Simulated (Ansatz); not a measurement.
Cartesian coordinates (Å):
SMILES: C=CC(F)F
```xyz
9

C      1.2535    -0.5692     0.2509
C      0.2824    -0.0824    -0.5049
C     -1.0362     0.3785     0.0229
F     -1.2770     1.6663    -0.3942
F     -1.0650     0.3817     1.3876
H      2.1900    -0.8925    -0.1832
H      1.1434    -0.6565     1.3235
H      0.3862     0.0041    -1.5806
H     -1.8773    -0.2299    -0.3220
```
Charge 0, multiplicity 1.

Level of theory: frozen-core CCSD(T)/def2-TZVPP // B3LYP-D3(BJ)/def2-TZVP (Ansatz, a quantum-chemistry and plane-wave program).

```yaml
HF energy: -314.91952 Ha
MP2 correlation energy: -0.98126 Ha
```

**Question.** Estimate the CCSD correlation energy, the (T) correction, the total energy and the T1 diagnostic.

**Answer.** 
CCSD correlation energy: -1.00711 Ha
(T) correction: -0.03692 Ha
CCSD(T) total energy: -315.96355 Ha
T1 diagnostic: 0.012
